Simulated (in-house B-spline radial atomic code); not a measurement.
The numbers below are computed, except where a source is named.
**Building a PAW d channel for Rh, r_c = 1.09 bohr**

Rh, [Kr] 4d8 5s1, non-relativistic LDA (VWN5), spherical and spin-unpolarised, from a B-spline radial code for spherical atoms (atomic units; all potentials screened as in the neutral atom).

Two all-electron partial waves φ1, φ2 are integrated outwards at E1 = ε(4d) = -0.239422 and E2 = E1 + 1.5 hartree; φ1 is the bound orbital and φ2 has unit norm inside r_c = 1.0907 bohr. Smooth partners are polynomials, r^3(a0 + a1 r² + a2 r⁴ + a3 r⁶), matched to φ and three derivatives at r_c, with no condition on the norm. The local potential is -28.9962 + (54.837) r² + (-44.6737) r⁴ + (13.7237) r⁶ inside 0.893 bohr and the all-electron one outside.

| wave | φ(r_c) | φ'(r_c) | a0 | a1 | a2 | a3 |
| --- | --- | --- | --- | --- | --- | --- |
| 1 | 0.8412126 | 0.1021018 | 3.071765 | -3.813112 | 1.930207 | -0.3676185 |
| 2 | 1.27436 | -1.713002 | 7.148019 | -9.961328 | 5.226054 | -1.016672 |

Inside r_c the overlaps are <φi φj> = [[0.27772, 0.52370], [0.52370, 1.00000]] and, for the smooth waves, [[0.26070, 0.48839], [0.48839, 0.92540]]. With χj = (Ej − T − V_local) applied to smooth wave j, the program's quadrature gives the matrix B_ij = <smooth i, χj> as [[0.38258, 0.76699], [0.81995, 1.66299]].

(1) Check the match of the first wave, and find the augmentation charges q_ij.

(2) B isn't symmetric. Show that D_ij = B_ij + Ej q_ij is.

Solving (T + V_local + Σ p D p) ψ = E (1 + Σ p q p) ψ in a sphere of 9 bohr gives these levels:

```csv
all-electron,one projector,two projectors
-0.239411,-0.239411,-0.239411
0.120723,0.120691,0.120723
0.406038,0.405805,0.406037
0.840144,0.839193,0.840143
1.414710,1.411830,1.414710
```

(3) What does the second projector gain?

## Answers

(1) At r_c the four terms are 3.98569, -5.88581, 3.54439, -0.80305, which sum to 0.8412, φ1(r_c) to rounding. q_ij is the all-electron overlap less the smooth one: [[0.01703, 0.03531], [0.03531, 0.07460]]. The smooth first wave has a norm of 0.2607 inside r_c against 0.2777, and q11 > 0 puts back the missing charge.

(2) Integrating by parts gives B12 − B21 = (E1 − E2) q12: 0.76699 − (0.81995) = -0.05297, and −1.5 × (0.03531) = -0.05297. So D12 = 0.76699 + (1.260578)(0.03531) = 0.81150 and D21 = 0.81995 + (-0.239422)(0.03531) = 0.81150; D11 = 0.37850, D22 = 1.75703. The projectors, p = (B⁻¹)ᵀ χ, are dual to the smooth waves; det B = 0.0073, small beside B11 B22, as the two smooth waves look alike inside r_c.

(3) With one projector the errors are 0.00, -0.03, -0.23, -0.95, -2.88 millihartree. With two the errors are 0.00, 0.00, 0.00, 0.00, 0.00 millihartree. The scattering is exact at E1 and at E2 = 1.261, and over all levels compared the largest error is under 0.01 millihartree. The lowest eigenvalue of the overlap operator is 1 with one and 1 with two projectors. The smooth orbital alone needs a cutoff of 25.3 hartree for 1 millihartree of kinetic energy, against 40.9 for a norm-conserving Troullier-Martins orbital of the same radius; part of the gain comes from giving up the norm, part from the simpler form.
